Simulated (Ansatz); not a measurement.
Calculated with Ansatz (gas phase, PBE0-D4/def2-TZVP geometries, no zero-point term in ΔE). CCSD(T)/CBS is the MP2 limit (def2-TZVPP, def2-QZVPP) plus CCSD(T) − MP2 in def2-TZVPP, frozen cores. DFT in def2-TZVPP. HSE06 is defined as in plane-wave codes. One conformer a species, not always the lowest.

`C=C[SiH](C)O[SiH3]` → `C=CC` + `[SiH]O[SiH3]`  (silylene formation by 1,1-elimination)

CCSD(T)/CBS gives +240.7 kJ/mol.

(1) Another level gave +234.5 kJ/mol. Which?
A. HSE06/def2-TZVPP
B. BLYP-D4/def2-TZVPP
C. HF/def2-TZVPP
D. MP2/def2-TZVPP

(2) What do rigid-rotor, harmonic-oscillator terms from PBE0-D4/def2-TZVP frequencies (298.15 K, 1 bar) make of the CCSD(T)/CBS value? (Best estimate.)

Largest T1 diagnostic among the species: 0.014.

Answers

(1) A. HSE06 234.5, BLYP-D4 216.1, MP2/def2-TZVPP 250.7, HF/def2-TZVPP 222.2 kJ/mol.

(2) Computed: ΔZPE = -6.0 kJ/mol, ΔH = +235.4 kJ/mol, ΔS = 150 J/(mol·K), ΔG = +190.8 kJ/mol. Modes under 50 cm⁻¹ make the entropy rough.

From BLYP to BHLYP (50 % exact exchange), in def2-TZVPP and without D4, ΔE moves by +38.3 kJ/mol. The D4 term adds +19.8 kJ/mol with B3LYP and +11.5 kJ/mol with PBE0; it sums over pairs of atoms, weighted by their polarisabilities, and B3LYP, whose exchange is more repulsive, gets the larger term.

B3LYP here is the variant with VWN-RPA as its local correlation; programs differ in this.
